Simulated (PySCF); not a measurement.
# From computed data to an observable: oscillator strength and radiative lifetime

CH₄NO, SMILES NC=[OH+], charge +1.

Geometry optimised at PBE-D3(BJ)/def2-TZVP. The isomer is the one that the SMILES or the coordinates give; other isomers of the formula were not compared. Other conformers were not sampled.

TDDFT-ωB97X/def2-SVPD in PySCF puts the first singlet state with f over 0.02 at 8.29 eV (vertical), with the transition dipole (-0.166, 1.181, 0.000) in atomic units.

Q: Find the oscillator strength, the wavelength and the radiative lifetime that this transition would have in vacuum if emission retraced absorption.

A: 
|μ|² = 1.4223 au, so |μ| = 3.03 D. ΔE = 8.29/27.211 = 0.3047 hartree. f = (2/3) ΔE |μ|² = 0.289 (the program prints 0.289).
λ = 1239.84/8.29 = 150 nm; ν = 66863 cm⁻¹.
Einstein's coefficient A = 0.6670 ν² f s⁻¹ (ν in cm⁻¹) = 8.6e8 s⁻¹, so τ = 1/A = 1.2 ns. This state is S1. The figure is the radiative limit of this one transition; relaxation, internal conversion, crossing to triplets and a medium change what is measured.
